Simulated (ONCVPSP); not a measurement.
Sr: variants of one ONCV potential

Base potential:

```
Element                 : strontium
Generator               : ONCVPSP 4.0.1
Type                    : optimised norm-conserving Vanderbilt (ONCV)
Functional              : PBE
Relativity              : fully relativistic
Frozen core             : [Ar] 3d10
Valence charge          : 10
Reference configuration : 4s2 4p6 5s2
Partial waves           : 4s+5s: rc 2.35 bohr, ncon 4, nbas 8, qcut 4.8 1/bohr, 3 projectors, debl 1.8 Ha; 4p: rc 1.55 bohr, ncon 4, nbas 8, qcut 4.6 1/bohr, 1 projector; d scattering state at 0.43 Ha: rc 2.55 bohr, ncon 4, nbas 9, qcut 4.2 1/bohr, 3 projectors, debl 2.6 Ha
Local potential         : polynomial inside 1.40 bohr (lpopt 1, dvloc0 1 Ha)
Core correction         : Teter function, fcfact 2.5, rcfact 1.3
```

Open shells are filled in proportion to 2j + 1.

In the d channel the program set the typed energies aside and used 0.050, 2.650, 5.250 Ha (j = l + 1/2; the other j can differ).

All-electron outer shells of the reference configuration (PBE, scalar-relativistic, ld1.x):

| shell | level (eV) | outermost node (bohr) | outermost maximum (bohr) |
| --- | --- | --- | --- |
| 4s | -40.90 | 0.59 | 1.19 |
| 4p | -22.82 | 0.61 | 1.33 |
| 5s | -3.53 | 1.65 | 3.72 |

Cutoffs, loose and tight: the cutoffs (Ha) at which the residual kinetic energy of the hardest occupied pseudo-wave falls to 1 and 0.1 mHa per electron. They do not see the model core or the augmentation charge, which bear on the density cutoff. Test errors are all-electron minus pseudo excitation energies from the reference, over the configurations 4s2 4p6 5s1; 4s2 4p6 5s0; 4s2 4p6 5s1.5; 4s2 4p6 4d0.5 5s1.5. A dash means not determined; rows that change the core or the reference have their own tests.

```tsv
change	outcome	cutoff, loose	cutoff, tight	bound ghosts	GHOST(+) flags above zero	largest test error (meV)
base	generated, projector energies reset by the program	37 Ha	81 Ha	none	s	-2.6
s: qcut 5.3; p: qcut 5; d: qcut 4.6	generated, projector energies reset by the program	25 Ha	79 Ha	none	none	-2.2
d: nbas 8	generated, projector energies reset by the program	37 Ha	81 Ha	none	s	-2.6
d: qcut 5	generated, projector energies reset by the program	37 Ha	81 Ha	none	s	-2.6
```

Q: What comes out with this change to the base: p: qcut 3.7?

A: outcome: generated, projector energies reset by the program; cutoff, loose: 42 Ha; cutoff, tight: 82 Ha; bound ghosts: none; GHOST(+) flags above zero: s; largest test error (meV): -2.6.
